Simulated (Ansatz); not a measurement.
CH3BrOSi (`BrC1O[SiH2]1`), relaxed with RKS PBE-D4/def2-SVP in Ansatz 0.2.0 from a rough embedded geometry. The force threshold is 0.03 eV/Å; the program also tests the step.

Total charge 0; spin multiplicity 1.

Start:

```xyz
7

Br   -0.088    2.246    0.938
C     0.311    0.824   -0.242
O     1.098   -0.256    0.295
Si   -0.400   -0.857   -0.019
H     0.459    1.103   -1.275
H    -0.989   -1.217    1.377
H    -0.392   -1.844   -1.073
```

| step | energy (eV) | largest force (eV/Å) | largest move (Å) |
| --- | --- | --- | --- |
| 1 | -81024.2543 | 2.763 | 0.000 |
| 2 | -81024.6128 | 0.887 | 0.116 |
| 3 | -81024.6558 | 0.455 | 0.043 |
| 4 | -81024.6662 | 0.336 | 0.020 |
| 5 | -81024.6692 | 0.092 | 0.035 |
| 6 | -81024.6705 | 0.032 | 0.013 |
| 7 | -81024.6705 | 0.007 | 0.002 |

End:

```xyz
7

Br   -0.110    2.247    0.980
C     0.282    0.781   -0.274
O     1.209   -0.187    0.193
Si   -0.363   -0.912    0.045
H     0.521    1.236   -1.254
H    -1.077   -1.202    1.322
H    -0.462   -1.964   -1.012
```

It took 10 s on 2 threads of an Arm Neoverse V2 on a shared host, with 0.14 GiB of host memory at the peak.
